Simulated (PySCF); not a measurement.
Isomers of C5H14OSSi2, mass 178.030 u with the commonest isotopes. Computed with PBE0/pcSseg-1 in PySCF (dipole) on a GFN2-xTB geometry, gas phase. One conformer each, none proved a minimum here; rigid rotors.

Problem. Order these by dipole moment, smallest first.
A. `[CH3:1][C@@H:2]([SiH3:3])[C@:4]([CH3:5])([CH:6]=[O:7])[S:8][SiH3:9]` with C1–C2–C4–C5 -61°, C2–C4–C6–O7 -18°, C2–C4–S8–Si9 46°
B. `[CH3:1][S:2][SiH2:3][CH2:4][C@H:5]([SiH3:6])[C:7]([CH3:8])=[O:9]` with C1–S2–Si3–C4 177°, S2–Si3–C4–C5 152°, Si3–C4–C5–Si6 148°, C4–C5–C7–C8 -179°
C. `[OH:1][Si@H:2]([CH2:3][CH:4]1[CH2:5][CH2:6][CH2:7]1)[SiH2:8][SH:9]` with H–O1–Si2–C3 -54°, O1–Si2–C3–C4 -47°, Si2–C3–C4–C5 -69°, O1–Si2–Si8–S9 168°, Si2–Si8–S9–H 175°, C3–C4–C5–C6 -132°, C4–C5–C6–C7 12°, C5–C6–C7–C4 -12°
D. `[CH3:1][S:2][SiH2:3][SiH2:4][C:5]([CH3:6])([CH3:7])[CH:8]=[O:9]` with C1–S2–Si3–Si4 -172°, S2–Si3–Si4–C5 -55°, Si3–Si4–C5–C6 -163°, Si4–C5–C8–O9 37°
E. `[CH3:1][Si:2]1([CH3:3])[CH2:4][C@@H:5]([S:6][SiH3:7])[CH2:8][O:9]1` with C4–C5–S6–Si7 -159°, C1–Si2–C4–C5 134°, Si2–C4–C5–S6 -157°, C4–C5–C8–O9 41°, C5–C8–O9–Si2 -27°

Solution. E (1.24 D), A (1.69 D), D (2.05 D), C (2.25 D), B (5.12 D).

Problem. Order these by radius of gyration √(Σ m r²/M), smallest first.
A. `[CH3:1][S:2][SiH2:3][CH2:4][C@H:5]([SiH3:6])[C:7]([CH3:8])=[O:9]` with C1–S2–Si3–C4 177°, S2–Si3–C4–C5 152°, Si3–C4–C5–Si6 148°, C4–C5–C7–C8 -179°
B. `[CH3:1][Si:2]1([CH3:3])[CH2:4][C@@H:5]([S:6][SiH3:7])[CH2:8][O:9]1` with C4–C5–S6–Si7 -159°, C1–Si2–C4–C5 134°, Si2–C4–C5–S6 -157°, C4–C5–C8–O9 41°, C5–C8–O9–Si2 -27°
C. `[OH:1][Si@H:2]([CH2:3][CH:4]1[CH2:5][CH2:6][CH2:7]1)[SiH2:8][SH:9]` with H–O1–Si2–C3 -54°, O1–Si2–C3–C4 -47°, Si2–C3–C4–C5 -69°, O1–Si2–Si8–S9 168°, Si2–Si8–S9–H 175°, C3–C4–C5–C6 -132°, C4–C5–C6–C7 12°, C5–C6–C7–C4 -12°
D. `[CH3:1][S:2][SiH2:3][SiH2:4][C:5]([CH3:6])([CH3:7])[CH:8]=[O:9]` with C1–S2–Si3–Si4 -172°, S2–Si3–Si4–C5 -55°, Si3–Si4–C5–C6 -163°, Si4–C5–C8–O9 37°
E. `[CH3:1][C@@H:2]([SiH3:3])[C@:4]([CH3:5])([CH:6]=[O:7])[S:8][SiH3:9]` with C1–C2–C4–C5 -61°, C2–C4–C6–O7 -18°, C2–C4–S8–Si9 46°

Solution. E (2.259 Å), D (2.406 Å), C (2.509 Å), B (2.628 Å), A (2.721 Å).

Problem. Order these by rotational constant B, largest first.
A. `[CH3:1][S:2][SiH2:3][SiH2:4][C:5]([CH3:6])([CH3:7])[CH:8]=[O:9]` with C1–S2–Si3–Si4 -172°, S2–Si3–Si4–C5 -55°, Si3–Si4–C5–C6 -163°, Si4–C5–C8–O9 37°
B. `[CH3:1][Si:2]1([CH3:3])[CH2:4][C@@H:5]([S:6][SiH3:7])[CH2:8][O:9]1` with C4–C5–S6–Si7 -159°, C1–Si2–C4–C5 134°, Si2–C4–C5–S6 -157°, C4–C5–C8–O9 41°, C5–C8–O9–Si2 -27°
C. `[CH3:1][C@@H:2]([SiH3:3])[C@:4]([CH3:5])([CH:6]=[O:7])[S:8][SiH3:9]` with C1–C2–C4–C5 -61°, C2–C4–C6–O7 -18°, C2–C4–S8–Si9 46°
D. `[OH:1][Si@H:2]([CH2:3][CH:4]1[CH2:5][CH2:6][CH2:7]1)[SiH2:8][SH:9]` with H–O1–Si2–C3 -54°, O1–Si2–C3–C4 -47°, Si2–C3–C4–C5 -69°, O1–Si2–Si8–S9 168°, Si2–Si8–S9–H 175°, C3–C4–C5–C6 -132°, C4–C5–C6–C7 12°, C5–C6–C7–C4 -12°

Solution. C (705.3 MHz), D (657.8 MHz), A (583.7 MHz), B (457.3 MHz).

| SMILES | point group | Ia (u·Å²) | Ib (u·Å²) | Ic (u·Å²) | κ | μa (D) | μb (D) | μc (D) |
| --- | --- | --- | --- | --- | --- | --- | --- | --- |
| C[Si]1(C)C[C@@H](S[SiH3])CO1 | C1 | 217.01 | 1105.11 | 1137.22 | -0.99 | 0.56 | 0.73 | 0.83 |
| C[C@@H]([SiH3])[C@](C)(C=O)S[SiH3] | C1 | 370.11 | 716.58 | 731.11 | -0.96 | 0.45 | 1.61 | 0.24 |
| CS[SiH2]C[C@H]([SiH3])C(C)=O | C1 | 250.83 | 1095.77 | 1289.24 | -0.91 | 4.98 | 0.77 | 0.91 |
| CS[SiH2][SiH2]C(C)(C)C=O | C1 | 282.73 | 865.85 | 912.32 | -0.95 | 2.03 | 0.07 | 0.26 |
| O[Si@H](CC1CCC1)[SiH2]S | C1 | 440.27 | 768.25 | 1032.96 | -0.49 | 1.43 | 1.71 | 0.33 |
